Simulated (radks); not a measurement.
Ge+, 31 electrons, occupied as [Ar] 3d8 4s2 4p3 (not the ground configuration).

All-electron calculation, Dirac Kohn-Sham, BLYP, spin-unpolarised, spherical densities, point nucleus; open shells fill j = l - 1/2 first. Program: a radial shooting solver on a logarithmic mesh with Libxc functionals.

Energy parts (eV):
part                       energy
total                  -57048.161
kinetic                 58268.591
electron-nucleus      -136790.310
Hartree                 23613.687
exchange-correlation    -2140.130

Orbitals (lengths in bohr, moments of r in powers of bohr; r(90%) holds 90 % of the orbital's charge):
orbital,occ.,eigenvalue (eV),r(90%)
1s1/2,2,-10994.89,0.0840
2s1/2,2,-1408.165,0.325
2p1/2,2,-1256.618,0.297
2p3/2,4,-1224.747,0.302
3s1/2,2,-199.7863,0.916
3p1/2,2,-149.5970,0.956
3p3/2,4,-145.1073,0.971
3d3/2,4,-59.7314,1.11
3d5/2,4,-59.0653,1.12
4s1/2,2,-25.2560,2.71
4p1/2,2,-15.0603,3.31
4p3/2,1,-14.6884,3.37

The highest occupied level is 4p3/2 at -14.688 eV. Summed over all electrons, <r^2> = 32.94 bohr^2, which gives a Langevin (diamagnetic) susceptibility term of -26.1 x 10^-6 cm^3/mol.
